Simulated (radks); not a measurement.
Problem. The boron ion B3+, [He]. Method: non-relativistic Kohn-Sham, exchange-only PBE, spin-polarised, spherical densities, point nucleus; computed with a radial shooting solver on a logarithmic mesh with Libxc functionals. Every spin shell is full or empty, so the densities are truly spherical. Functionals are evaluated on that one density, not self-consistently. Rank these orbital-free kinetic functionals by their error against the exact value of the orbitals, and give that value: Thomas-Fermi, von Weizsacker, TF + vW, LC94, Perdew 92, LKT, PG1, DePristo-Kress.

Solution. Exact: 21.9356 hartree. From best to worst, with 100 (|E| - |E exact|)/|E exact| (equal figures are ties): von Weizsacker 0.00, LC94 +1.49, Perdew 92 +1.95, DePristo-Kress +1.96, Thomas-Fermi -9.18, PG1 +54.01, LKT +61.46, TF + vW +90.82.
